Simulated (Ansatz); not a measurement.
Species: C₂H₂N, net charge 0, doublet state. It need not be the lowest isomer of its formula. 
Coordinates optimised at B3LYP-D3(BJ)/def2-TZVP (Ansatz, a quantum-chemistry and plane-wave program):
```xyz
5

C     -1.1003     0.1172     0.1136
N      0.2172    -0.0231    -0.0224
C      1.3859    -0.1476    -0.1430
H     -1.6290    -0.5396     0.7877
H     -1.6054     0.8842    -0.4538
```
Charge 0, spin multiplicity 2.

### Question
Give the harmonic wavenumbers at B3LYP-D3(BJ)/def2-TZVP (Ansatz, finite differences of forces, unscaled).

### Answer
290, 374, 581, 1113, 1133, 1476, 2039, 3157, 3277 cm⁻¹. Zero-point energy 19.2 kcal/mol.

### Question
From these and the geometry, give the ideal-gas thermochemistry at 298.15 K and 1 atm (rigid rotor, harmonic oscillator).

### Answer
Point group C2v, rotational symmetry number 2. Rotational constants 280.9, 11.42, 10.98 GHz. S(trans) 36.99, S(rot) 18.37, S(vib) 3.15, S(elec, spin only) 1.38, S 59.9 cal/(mol K). H(298) - H(0) 2.99 kcal/mol; G - E(el) 4.3 kcal/mol.
